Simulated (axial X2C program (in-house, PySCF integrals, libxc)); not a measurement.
**Testing model relations on CaBr**

A bond curve at the CCSD(T) level, 2c, was computed with an in-house relativistic program for diatomic molecules (basis Br dyall-cv3z [8s9p6d4f1g], Ca dyall-cv3z [11s12p6d4f] (cores contracted in-house)) for the state Ω = 1/2 (⟨Sz⟩ = 0.50, ⟨Lz⟩ = 0.00 at HF). Its fit gives Re = 2.6586 Å, ωe = 274.5 cm⁻¹, ωexe = 0.778 cm⁻¹ and αe = 3.724e-04 cm⁻¹; the masses are 78.9183 and 39.9626 u. Two-component means X2C with spin–orbit coupling and atomic mean-field Coulomb and Gaunt terms.

Correlated methods: 9 electrons correlated (number of frozen shells: Br 3 s, 2 p, 1 d; Ca 3 s, 2 p), 265 virtual spin orbitals or spinors in MP2, 82 natural virtuals in coupled cluster.

(1) Find the reduced mass, Be and the force constant.

(2) Estimate De from a Morse curve and compare with the computed well depth of 3.410 eV to Br + Ca.

(3) Where do the fundamental and the first overtone lie?

(4) Estimate the centrifugal constant by the Kratzer relation.

(5) A Morse curve ties αe to the other constants (Pekeris). How well does that hold?

One determinant describes the state; a PBE0 search over occupations chose it and may have missed a lower one. Dissociation energies refer to the lowest single-determinant-based atoms at the same level and basis. CCSD and (T) use frozen natural virtuals with an MP2 correction for the truncation; (T) itself is uncorrected, so its De runs slightly low. The outer-core s and p shells of the metal are frozen in the correlated rows, which leaves out core–valence correlation; for alkali and alkaline-earth bonds that tends to lengthen them. With the outer-core shells frozen, correlated bond lengths of heavy atoms tend to come out a few hundredths of an ångström too long.

Results:

(1) From the CCSD(T) values: μ = 26.5289 u. Be = 16.8576/(μ Re²) = 0.0899 cm⁻¹. k = 5.8918×10⁻⁷ μ ωe² = 1.18 mdyn/Å.

(2) De(Morse) = ωe²/(4ωexe) = 3.002 eV against 3.410 eV computed, a ratio of 0.88. For De the Morse form works well here.

(3) ν(1←0) = ωe − 2ωexe = 272.9 cm⁻¹; ν(2←0) = 2ωe − 6ωexe = 544.3 cm⁻¹.

(4) D = 4Be³/ωe² = 3.86e-08 cm⁻¹.

(5) αe(Morse) = 6Be²/ωe × (√(ωexe/Be) − 1) = 3.430e-04 cm⁻¹; the CCSD(T) curve gives 3.724e-04 cm⁻¹, a ratio of 0.92.
